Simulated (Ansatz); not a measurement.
## Counterpoise correction, worked out

The pair of F⁻ (SMILES [F-], atom 1) and N2 (SMILES N#N, atoms 2–3), both closed shells, in one local arrangement (a lower one may exist), relaxed at PBE0-D4/def2-TZVPD:

F1  (-0.015, -0.079, -1.843)
N2  (0.094, 0.515, 0.667)
N3  (-0.080, -0.436, 1.176)
(Å)

Program: Ansatz 0.2.0. Basis: def2-TZVPPD. Cores are frozen in the correlated methods.

MP2 total energies in eV:

| system | geometry | basis functions | energy |
| --- | --- | --- | --- |
| pair | pair | all | -5690.15571 |
| F⁻ | as in the pair | all (partner as ghosts) | -2714.15360 |
| N2 | as in the pair | all (partner as ghosts) | -2975.88553 |
| F⁻ | as in the pair | its own | -2714.14478 |
| N2 | as in the pair | its own | -2975.87890 |
| F⁻ | free (PBE0-D4 minimum) | its own | -2714.14478 |
| N2 | free (PBE0-D4 minimum) | its own | -2975.87103 |

**Question.** Work out the interaction energy with and without the counterpoise correction, the superposition error, and the binding energy from the relaxed fragments.

**Answer.** Without correction: -5690.15571 − (-2714.14478) − (-2975.87890) = -0.13203 eV.
With correction (each fragment in the whole basis): -5690.15571 − (-2714.15360) − (-2975.88553) = -0.11658 eV = -2.69 kcal/mol.
The superposition error is the difference, 0.01545 eV, 12 % of the uncorrected value: each fragment borrows its partner's functions.
Deformation from the free shapes: 0.00000 eV for F⁻ and -0.00787 eV for N2 (a small negative value is possible, since the free shapes are minima of another method).
Binding energy from relaxed fragments: -0.11658 + 0.00000 + (-0.00787) = -0.12445 eV = -2.87 kcal/mol (electronic, without zero-point energy; negative means bound). For comparison, the corrected interaction energy by CCSD(T) at an estimated basis limit (MP2 extrapolated from triple and quadruple zeta, plus CCSD(T) − MP2 in triple zeta) is -0.145 eV.

T1 diagnostic: at most 0.023.

For scale, one of the runs: CCSD(T)/def2-TZVPPD, 114 basis functions, launched by `ansatz run in.yaml --threads 2 --pin off --events-out ev --progress --plain --max-ram 5222MiB`. Hardware: 2 CPU threads, shared host. Wall time about 3.8 s.
